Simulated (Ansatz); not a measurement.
Molecule: sum formula BNH₃, net charge -1, singlet state. 
Structure (B3LYP-D3(BJ)/def2-TZVP (Ansatz, an electronic-structure program) minimum search):
```xyz
5

B     -0.6383     0.1945     0.0007
N      0.6308    -0.3210    -0.0035
H     -1.6181    -0.5536    -0.0214
H     -0.9331     1.4001     0.0258
H      1.3271     0.4282     0.0170
```
Charge -1, spin multiplicity 1.

Basis-set convergence of Hartree-Fock and CCSD(T) correlation energies (hartree) with Ansatz. Cores are frozen in the correlated levels unless marked. Spin-orbit coupling is left out. No relativistic terms. This anion needs diffuse functions, which these sets lack.

```json
[
 {"basis": "def2-SVP", "functions": "43", "E(HF)": "-80.78934", "E(corr, CCSD(T))": "-0.30957", "rough core time": "under 20 s"},
 {"basis": "def2-TZVPP", "functions": "104", "E(HF)": "-80.89197", "E(corr, CCSD(T))": "-0.37639", "rough core time": "under 20 s"},
 {"basis": "def2-QZVPP", "functions": "204", "E(HF)": "[?]", "E(corr, CCSD(T))": "[?]", "rough core time": "30 s"}
]
```

**Question.** Some entries are withheld; supply them.

**Answer.** 
- def2-QZVPP, E(HF): -80.89801
- def2-QZVPP, E(corr, CCSD(T)): -0.39661
